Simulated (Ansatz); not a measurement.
Computed with Ansatz on PBE0-D4/def2-TZVP structures; ΔE is electronic, products minus reactants. CCSD(T)/CBS adds triple-zeta CCSD(T) − MP2 to the extrapolated MP2 energy (def2 sets, frozen cores). DFT in def2-TZVPP. B3LYP here is the variant with VWN-RPA as its local correlation; programs differ in this. HSE06 is defined as in plane-wave codes. Each species was taken in one conformer, which may not be the lowest.

`SB[O][AlH][Cl]` + `CC(C)O[SiH3]` → `[SiH3]OBS` + `CC(C)[O][AlH][Cl]`  (redistribution)

`SB[O][AlH][Cl]`:

Cartesian coordinates in Å:
```
S -0.071 -0.235 2.354
B 0.702 0.254 0.790
O 0.117 -0.097 -0.361
Al -0.735 -0.408 -1.766
Cl -2.114 1.016 -2.407
H 0.856 0.319 3.149
H 1.726 0.876 0.806
H -0.481 -1.725 -2.566
```

`CC(C)O[SiH3]`:

```xyz
15

C     1.870   -0.192    0.032
C     0.385   -0.093    0.300
C     0.013    1.186    1.024
O    -0.288   -0.158   -0.953
Si   -1.794   -0.776   -1.151
H     2.104   -1.122   -0.489
H     2.434   -0.165    0.967
H     2.192    0.644   -0.594
H     0.079   -0.953    0.915
H    -1.063    1.239    1.204
H     0.303    2.052    0.425
H     0.522    1.244    1.989
H    -1.882   -2.134   -0.542
H    -2.842    0.072   -0.517
H    -2.032   -0.845   -2.611
```

`[SiH3]OBS`:

Z-matrix (Å, degrees):
```
Si
O 1 1.646
H 1 1.481 2 108.1
H 1 1.488 2 111.3 3 120.2
H 1 1.481 2 107.9 3 -119.6
B 2 1.348 1 142.0 3 -116.4
S 6 1.807 2 125.7 1 -0.2
H 6 1.196 2 119.3 1 179.8
H 7 1.345 6 98.4 2 -0.1
```

`CC(C)[O][AlH][Cl]`:

```xyz
14

C     1.214   -0.891    0.683
C     0.350    0.088   -0.085
C     0.511   -0.063   -1.584
O    -1.005   -0.128    0.255
Al   -2.218    0.762    0.985
Cl   -1.799    2.717    1.620
H     0.936   -1.917    0.429
H     1.088   -0.757    1.759
H     2.270   -0.747    0.442
H     0.638    1.110    0.199
H     0.217   -1.069   -1.894
H     1.550    0.103   -1.880
H    -0.115    0.657   -2.115
H    -3.637    0.136    1.186
```

Q: Is it downhill or uphill in electronic energy at CCSD(T)/CBS, and by how much? (Best estimate.)

A: Ansatz gave: Uphill: ΔE = +0.07 eV.

Q: What do these levels give: PBE-D4, BLYP-D4, B97M-V, HSE06-D4, PBE, revPBE, r2SCAN, B3LYP, BHLYP, HF/def2-SVP, CCSD/def2-TZVPP, HF/CBS(def2)? (An estimate is asked.)

A: Computed: PBE-D4 0.05, BLYP-D4 0.05, B97M-V 0.09, HSE06-D4 0.07, PBE 0.06, revPBE 0.07, r2SCAN 0.08, B3LYP 0.08, BHLYP 0.09, HF/def2-SVP 0.14, CCSD/def2-TZVPP 0.08, HF/CBS(def2) 0.13 eV.

Largest T1 diagnostic among the species: 0.013.

In def2-TZVPP, CCSD(T) changes the Hartree–Fock value by −0.06 eV (the triples alone add −0.01 eV) and MP2 by −0.06 eV. Leaving LDA and LC-ωPBE aside and taking each functional with its dispersion term where it has one, the values spread over 0.04 eV, from PBE-D4 to B97M-V.
